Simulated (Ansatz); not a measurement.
Calculated with Ansatz (gas phase, PBE0-D4/def2-TZVP geometries, no zero-point term in ΔE). CBS: MP2 limit from def2 TZ/QZ plus the TZ coupled-cluster correction, frozen cores. For Ge, Zn outer-core shells are correlated without core-valence functions, which leaves a few kJ/mol of doubt a bond. Scalar relativity is left out up to krypton. One conformer a species, not always the lowest.

`[NH2][GeH2][SiH2]Cl` + `Cl[CH2][ZnH]` → `[NH2][GeH2][CH2]Cl` + `Cl[SiH2][ZnH]`  (redistribution)

| level | ΔE (eV) |
| --- | --- |
| HF/def2-TZVPP | -0.25 |
| CCSD/def2-TZVPP | -0.17 |

(1) What does CCSD(T)/CBS give? (Estimate.)

Largest T1 diagnostic among the species: 0.014.

Results:

(1) Computed: -0.16 eV. The listed levels differ from it by -0.09, -0.01 eV.

In def2-TZVPP, CCSD(T) changes the Hartree–Fock value by +0.08 eV (the triples alone add +0.01 eV) and MP2 by +0.10 eV.
